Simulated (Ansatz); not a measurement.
A geometry relaxed with PBE0-D3(BJ)/def2-TZVP (Ansatz, a program for electronic structure), charge 0, multiplicity 1:

```xyz
12

H     -2.3608     0.3474    -0.9631
H     -2.5272    -1.0779     0.0806
Si     2.1297     0.0808    -0.5358
H     -0.2296    -0.5981     1.0694
H      2.3952    -0.5209     0.7987
C      0.2979     0.2207    -0.7799
C     -2.0709    -0.0865    -0.0047
H     -2.5005     0.5227     0.7971
H     -0.0835     0.6432    -1.7100
H      2.7518    -0.7731    -1.5853
H      2.7885     1.4144    -0.6065
C     -0.5906    -0.1728     0.1327
```

Task: Write the SMILES of this molecule.

Result: `C/C=C/[SiH3]`
